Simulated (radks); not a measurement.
Cu21+, configuration [He] 2s2 2p4 (the NIST ground configuration).

Method: Dirac Kohn-Sham, PBE, spin-unpolarised, spherical densities, point nucleus; open shells are shared between the two j in proportion to 2j + 1; computed with a radial shooting solver on a logarithmic mesh with Libxc functionals.

Energy parts (hartree):
total: -1328.22490
kinetic: 1355.35511
electron-nucleus: -2834.34964
Hartree: 188.93505
exchange-correlation: -38.16542

Orbitals (lengths in bohr, moments of r in powers of bohr; <r^-3> diverges for s and p1/2; r(max) is where P^2 peaks):
| orbital | occ. | eigenvalue (hartree) | <1/r> | <r> | <r^-3> | r(max) | small-component weight |
|---|---|---|---|---|---|---|---|
| 1s1/2 | 2 | -364.4350 | 29.20 | 0.05201 | - | 0.03408 | 1.10e-02 |
| 2s1/2 | 2 | -73.20991 | 6.657 | 0.2251 | - | 0.1918 | 2.27e-03 |
| 2p1/2 | 1.33333 | -69.31126 | 6.600 | 0.1933 | - | 0.1512 | 2.24e-03 |
| 2p3/2 | 2.66667 | -68.46777 | 6.457 | 0.1963 | 760.2 | 0.1537 | 2.21e-03 |
| 3s1/2 | 0 | -29.35415 | 2.726 | 0.5436 | - | 0.5167 | 8.63e-04 |
| 3p1/2 | 0 | -28.10414 | 2.682 | 0.5218 | - | 0.4922 | 8.40e-04 |
| 3p3/2 | 0 | -27.89146 | 2.646 | 0.5260 | 192.5 | 0.4967 | 8.33e-04 |

The highest occupied level is 2p3/2 at -1863.1 eV. The density falls to 0.001 e/bohr^3 at r = 0.75 bohr. For comparison, the ionisation energy in NIST's Atomic Spectra Database is 1918 eV (semi-empirical). In exact Kohn-Sham theory the highest level is minus the ionisation energy, but local and semilocal functionals leave it too shallow, through self-interaction and a potential that decays too fast; potentials with the right tail come closer.

Beside tabulated values, note that spin-unpolarised runs miss the spin-polarisation part of the exchange energy of open shells.
